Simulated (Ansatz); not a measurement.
The cluster CdO2⁻. Charge -1, multiplicity 2. Geometry r2SCAN-D4/def2-TZVP, that of the neutral singlet; atoms count from 1.

```
atom   x (Å)   y (Å)   z (Å)
 Cd1   0.600  -1.644   0.416
  O2  -0.757   1.195   0.012
  O3   0.158   0.449  -0.428
```

In the def2 sets Cd takes a core potential; there is no spin–orbit coupling. The structure holds 1 bond(s) between oxygen atoms. The highest occupied level of the charge -1 doublet lies above zero (up to 0.67 eV). It is a level of β spin, whose loss leaves a triplet; that state wasn't run at this geometry and level. The electron is either unbound and held by the finite basis, or the level is raised by self-interaction error. The structure comes from a short search, and lower isomers may exist.

(1) Estimate the Mulliken populations from the PBE0/def2-TZVPD orbitals of Ansatz.

(2) Where does the spin sit?

(3) And the Mayer bond orders between bonded heavy atoms (over 0.3)?

Results:

(1) 
| atom | charge (e) | spin (α − β) | d electrons |
| --- | --- | --- | --- |
| Cd1 | -0.35 | -0.01 | 10.00 |
| O2 | -0.45 | 0.57 | – |
| O3 | -0.21 | 0.44 | – |
Mulliken values and Mayer orders depend strongly on the basis. With diffuse functions, as here, like atoms can get unlike values, and bond orders can come out too low or too high.

(2) Summed by element: Cd -0.01, O 1.01, of 1 unpaired in all. Largest on single atoms: O2 0.57, O3 0.44, Cd1 -0.01.

(3) O2–O3 1.03 (1.26 Å).
